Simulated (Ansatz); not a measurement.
```yaml
crystal:
  periodic: [true, true, true]
  atoms:
    - {symbol: O, position_ang: [-1.838563, -2.568095, 0.807122]}
    - {symbol: C, position_ang: [-1.335359, -1.732640, 0.162914]}
    - {symbol: N, position_ang: [-0.931101, -0.870863, -0.560090]}
    - {symbol: C, position_ang: [0.254116, -0.114457, -0.833369]}
    - {symbol: Si, position_ang: [0.604502, 1.157697, 0.527890]}
    - {symbol: H, position_ang: [0.120196, 0.406990, -1.784233]}
    - {symbol: H, position_ang: [1.117492, -0.776980, -0.956814]}
    - {symbol: H, position_ang: [0.787487, 0.444357, 1.817892]}
    - {symbol: H, position_ang: [-0.538589, 2.097494, 0.637534]}
    - {symbol: H, position_ang: [1.842918, 1.905298, 0.183955]}
basis:
  gaussian: {orbitals: cc-pVTZ-DK}
hamiltonian: {xc: {name: PBE}}
output: {forces: true}
```

```sh
$ ansatz run in.yaml --threads 4 --pin off --events-out ev --progress --plain --max-ram 10444MiB
```

Output, abridged:

```
Error: YAML parse error: error: line 2 column 3: crystal: missing field `lattice` (a structure is typed as `lattice` and `atoms`, a molecule's as `atoms` in Å alone, or read from a run's directory, `checkpoint`)
 --> <input>:2:3
1 | crystal:
2 |   periodic: [true, true, true]
3 |   atoms:
4 |     - {symbol: O, position_ang: [-1.838563, -2.568095, 0.807122]}
```

Question: What is wrong with this run?

Answer: The molecule is marked periodic without a cell. The input was rejected before any iteration.
